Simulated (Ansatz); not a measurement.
Reaction (cleavage of the Sn–Si bond): `O[SiH2][SnH2][SiH3]` + H₂S → `[SiH3][SnH2][SH]` + `O[SiH3]`

Isolated molecules relaxed with PBE0-D4/def2-TZVP in Ansatz; ΔE leaves out vibrations. CCSD(T)/CBS adds triple-zeta CCSD(T) − MP2 to the extrapolated MP2 energy (def2 sets, frozen cores). This one scheme is used for every species. Functionals use def2-TZVPP. B3LYP here is the variant with VWN-RPA as its local correlation; programs differ in this. def2 core potentials past Kr. For Sn outer-core shells are correlated without core-valence functions, which leaves a few kJ/mol of doubt a bond. One conformer a species, not always the lowest.

`O[SiH2][SnH2][SiH3]`:

Cartesian coordinates in Å:
```
O 2.259 -1.391 0.329
Si 1.969 0.217 0.079
Sn -0.390 0.625 -0.870
Si -2.224 -0.184 0.727
H 2.228 -1.971 -0.433
H 2.984 0.815 -0.836
H 2.100 0.853 1.413
H -0.553 -0.205 -2.362
H -0.614 2.289 -1.206
H -2.101 0.517 2.033
H -2.081 -1.646 0.958
H -3.577 0.080 0.169
```

H₂S:

```xyz
3

S     0.600    0.128    0.082
H    -0.339    0.580   -0.762
H    -0.261   -0.708    0.680
```

`[SiH3][SnH2][SH]`:

Z-matrix (Å, degrees):
```
Si
Sn 1 2.560
H 1 1.486 2 109.5
H 1 1.485 2 109.5 3 119.9
H 1 1.485 2 109.6 3 -119.9
S 2 2.414 1 105.4 3 -179.4
H 2 1.710 1 113.2 3 -61.3
H 2 1.710 1 113.2 3 62.6
H 6 1.343 2 94.2 1 -179.2
```

`O[SiH3]`:

Cartesian coordinates in Å:
```
O 1.082 0.640 0.248
Si -0.381 -0.092 0.052
H 1.801 0.363 -0.321
H -0.923 0.119 -1.319
H -1.282 0.529 1.050
H -0.297 -1.559 0.290
```

```csv
level,ΔE (kcal/mol)
B3LYP-D4,-9.0
ωB97M-V,-9.2
r2SCAN,-8.7
B3LYP,-9.5
HF/def2-TZVPP,-13.1
SCS-MP2/def2-QZVPP,-11.0
MP2/CBS(def2),-10.4
CCSD/CBS(def2),-9.5
```

What does CCSD(T)/CBS give? (Best estimate.)

Computed: -9.3 kcal/mol. The listed levels differ from it by 0.3, 0.1, 0.6, -0.2, -3.8, -1.7, -1.1, -0.2 kcal/mol.

Largest T1 diagnostic among the species: 0.013.

From PBE to PBE0 (25 % exact exchange), in def2-TZVPP and without D4, ΔE moves by −0.8 kcal/mol. In def2-TZVPP, CCSD(T) changes the Hartree–Fock value by +4.2 kcal/mol (the triples alone add +0.2 kcal/mol) and MP2 by +3.1 kcal/mol.
